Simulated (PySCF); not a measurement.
A structure optimised at PBE-D3(BJ)/def2-SVP, used in a PySCF frequency run:

```xyz
10

F      2.6858     0.1404    -0.6570
C      1.6348     0.9065    -0.2901
C      0.5775     0.4326     0.3445
C     -0.5190    -0.0101     0.9296
Si    -2.0176    -0.6281    -0.0420
H      1.7531     1.9690    -0.5641
H     -0.5662    -0.0287     2.0382
H     -3.2322     0.1821     0.3265
H     -2.2968    -2.0653     0.3086
H     -1.7438    -0.5011    -1.5120
```
Charge 0, spin multiplicity 1.

**Question.** Write its SMILES and formula.

**Answer.** FC=C=C[SiH3], C₃H₅FSi

**Question.** What are its rotational constants (standard atomic weights)?

**Answer.** 13.602, 1.4594, 1.3990 GHz
